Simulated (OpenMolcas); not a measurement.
**Al I: CASPT2 settings compared**

```json
{"Program": "OpenMolcas 26.06", "Basis": "ANO-RCC-VDZ [4s3p]", "Scalar Hamiltonian": "X2C, point nucleus", "Active space": "3 electrons in 8 orbitals (3s 3p 4s 4p)", "State averaging": "2S+1 = 2 odd, 3 roots; 2S+1 = 2 even, 5 roots (0 in the spin-orbit step); 2S+1 = 4 even, 3 roots kept (CI in the orbitals of an earlier block)", "Spin-orbit coupling": "state interaction with AMFI integrals over the reference wave functions, term energies averaged over their components"}
```

Methods on the same reference wave functions:
A. CASSCF
B. SS-CASPT2, IPEA 0.6 Eh, no level shift (closed shells correlated: 2s 2p)
C. SS-CASPT2, IPEA 0.4 Eh, imaginary shift 0.05 Eh (closed shells correlated: none)
D. SS-CASPT2, IPEA 0.35 Eh, sigma1 regulariser 0.05 Eh (closed shells correlated: 2s 2p)

Energies in cm-1 above 3s2 3p 2P* 1/2, the measured ground level; measured values from NIST Handbook of Basic Atomic Spectroscopic Data.

| Level | A | B | C | D | Measured |
| --- | --- | --- | --- | --- | --- |
| 3s2 3p 2P* 1/2 | 0.0 | 0.0 | 0.0 | 0.0 | 0.0 |
| 3s2 3p 2P* 3/2 | 90.2 | 90.2 | 90.2 | 90.2 | 112 |
| 3s 3p2 4P 1/2 | 23769 | 23840 | 23769 | 23831 | 29020 |
| 3s 3p2 4P 3/2 | 23807 | 23878 | 23807 | 23869 | 29067 |
| 3s 3p2 4P 5/2 | 23870 | 23941 | 23870 | 23933 | 29143 |

Deviations, from unrounded energies. A percentage is the sum of absolute deviations over the sum of measured energies, with the sign that they share, or ± where signs differ.

| Against measurement | Levels | A | B | C | D |
| --- | --- | --- | --- | --- | --- |
| mean absolute deviation (cm-1) | 4 | 4000 | 3900 | 4000 | 3900 |
| fine structure of the ground term (%) | 1 | -19.5 | -19.5 | -19.5 | -19.5 |
| other configurations (%) | 3 | -18.1 | -17.9 | -18.1 | -17.9 |

A, B, C, D lie about equally close to measurement. The largest miss of B in the table is 3s 3p2 4P 5/2, by -5200 cm-1. The ranking rests on the paired levels alone, and a cruder setting can come out closer through cancelling errors.

Among B to D the level of the table that moves most is 3s 3p2 4P 1/2, by 71 cm-1 (lowest in C, highest in B).

The lowest spin-free term lies below A's lowest term by 0.032 hartree in B, -0.000 hartree in C, 0.032 hartree in D.

Terms from blocks run as CI alone lack orbitals of their own. Active for correlation alone: 4p 4s; no level in the range computed is led by a configuration that fills them, so any true level of that kind is missing. Terms of s pⁿ other than that of highest spin mix with s² pⁿ⁻² d, which this space lacks; all of them can be thousands of cm-1 off, and some have no real level of that name. Without dynamic correlation excited terms often stand tens of per cent too high (terms of higher spin than the ground term too low), and those without a measured partner can miss by more than the paired ones (holds for A). Measured partners are found by configuration, term and J. A level has none where our copy of the source lacks it or the pairing is in doubt (some pairs that miss far off the trend of their configuration count as doubtful), and it then counts in no deviation. Levels of configurations outside the active space are missing.

* marks odd parity.
